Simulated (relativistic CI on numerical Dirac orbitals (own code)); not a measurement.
**Fe2+ in a cubic cluster: 3p photoemission with charge transfer**

Computed with a charge-transfer multiplet model of a cubic metal-ligand cluster with up to 3 ligand holes, Slater and spin-orbit integrals from Dirac-Coulomb-Breit ions, Slater integrals scaled by 0.7. The parameters are those of a tetrahedral site (10Dq negative, t2 hopping the larger). The ground state mixes d6 with configurations of k ligand holes L, whose averages lie at kΔ + k(k − 1)U_dd/2; a core hole lowers each added d electron by U_cd. 20 K, Lorentzian 0.9 eV and Gaussian 0.8 eV FWHM.

Atomic integrals in eV (Slater integrals scaled, ζ unscaled), ground: F2dd 7.632, F4dd 4.739, zeta_d 0.049; with the core hole: F2dd 8.436, F4dd 5.274, zeta_d 0.055, zeta_core 1.015, F2cd 9.099, G1cd 11.268, G3cd 6.862.

Cluster parameters (eV): Δ = 5.6, U_dd = 7.1, 10Dq = -0.35, 10Dq(ligand) = 0, V(eg) = 1.43, V(t2g) = -2.42, final-state hopping factor = 1.

| Case | n_d | d6 | d7L | d8L2 | d9L3 | S |
| --- | --- | --- | --- | --- | --- | --- |
| U_cd = 7.6 eV | 6.24 | 0.77 | 0.22 | 0.01 | 0.00 | 2.00 |
| U_cd = 8.2 eV | 6.24 | 0.77 | 0.22 | 0.01 | 0.00 | 2.00 |
| U_cd = 8.8 eV | 6.24 | 0.77 | 0.22 | 0.01 | 0.00 | 2.00 |

Weights, n_d and S are thermal averages at 20 K. Binding energies count from the first peak over 30 % of the highest in each spectrum, which can be another peak from case to case. The parameters are a model scan and need not match a compound or its usual spin state. Peaks in eV (height, largest 100):
- U_cd = 7.6 eV: 0.0 (100), 4.2 (36), 7.4 (29), 12.8 (16), 14.6 (18), 21.3 (8), 23.0 (12)
- U_cd = 8.2 eV: 0.0 (100), 4.1 (37), 7.3 (34), 12.6 (20), 15.6 (17), 22.8 (13)
- U_cd = 8.8 eV: 0.0 (100), 3.9 (38), 7.3 (39), 12.5 (23), 15.5 (18), 22.8 (15), 27.3 (5)

Curve for U_cd = 7.6 eV (points under 2 left out, the grid thinned):

E (eV), Intensity and a bar:
```
     -3.8        3.2 
     -3.1        4.7 #
     -2.4        7.9 ##
     -1.7       17.0 #####
     -1.0       49.7 ###############
     -0.3       95.4 #############################
      0.3       97.1 ##############################
      1.0       73.3 ######################
      1.7       46.3 ##############
      2.4       28.4 ########
      3.1       24.9 #######
      3.8       33.7 ##########
      4.5       33.7 ##########
      5.2       23.1 #######
      5.9       19.2 #####
      6.6       22.8 #######
      7.3       28.8 ########
      7.9       27.5 ########
      8.6       24.9 #######
      9.3       22.5 ######
     10.0       18.3 #####
     10.7       13.4 ####
     11.4       12.1 ###
     12.1       14.8 ####
     12.8       16.4 #####
     13.5       17.0 #####
     14.2       17.9 #####
     14.9       18.0 #####
     15.5       16.9 #####
     16.2       15.3 ####
     16.9       13.6 ####
     17.6       11.4 ###
     18.3        9.9 ##
     19.0        9.4 ##
     19.7        8.5 ##
     20.4        7.7 ##
     21.1        7.9 ##
     21.8        8.0 ##
     22.5       10.5 ###
     23.1       11.9 ###
     23.8        8.8 ##
     24.5        5.2 #
     25.2        3.1 
     25.9        2.4 
     26.6        2.0
```

For the case U_cd = 8.8 eV, Δ = 5.6 eV is smaller than U_dd = 7.1 eV, the charge-transfer side of the Zaanen-Sawatzky-Allen scheme. With the core hole the configuration with one ligand hole lies at Δ − U_cd = -2.0, -2.6, -3.2 eV from the one without, in the order of the table; where this is negative the screened configuration lies lower, though the effective hopping of about 4.3 eV (from the holes of the mixed ground state) mixes the two strongly wherever it is as large as the gap.
